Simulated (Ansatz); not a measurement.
One change: `C[CH2][In]([OH])[SH]` becomes `CCB(O)S`.

Ansatz, PBE0-D4/def2-TZVP geometries, multiplicity 1. Each molecule was computed in one conformer, which needn't be the lowest.

Elements past krypton have def2 core potentials.

```
                                        property  `C[CH2][In]([OH])[SH]`
  size of the dipole moment (PBE/def2-TZVPP) / D                    3.22
size of the dipole moment (B3LYP/def2-TZVPP) / D                    3.35
               HOMO energy (PBE/def2-TZVPP) / eV                   -6.01
           LUMO energy (ωB97M-V/def2-TZVPP) / eV                    0.62
               LUMO energy (PBE/def2-TZVPP) / eV                   -1.78
           HOMO–LUMO gap (B3LYP/def2-TZVPP) / eV                    5.74
```

(1) Give the same properties after the change, and the shifts. (An estimate is asked.)

## Answers

(1) Computed: 
```
                                        property  `CCB(O)S`  shift
  size of the dipole moment (PBE/def2-TZVPP) / D       0.23  -2.99
size of the dipole moment (B3LYP/def2-TZVPP) / D       0.30  -3.05
               HOMO energy (PBE/def2-TZVPP) / eV      -6.37  -0.36
           LUMO energy (ωB97M-V/def2-TZVPP) / eV       1.76   1.14
               LUMO energy (PBE/def2-TZVPP) / eV      -0.73   1.05
           HOMO–LUMO gap (B3LYP/def2-TZVPP) / eV       7.20   1.46
```

With PBE0 the HOMO falls by 0.37 eV and the LUMO rises by 1.10 eV, so the gap widens by about 1.47 eV. PBE moves the HOMO by -0.36 eV and ωB97M-V by -0.37 eV. Dipoles are sizes alone; their direction can turn.

B3LYP here is the variant with VWN-RPA as its local correlation; programs differ in this.
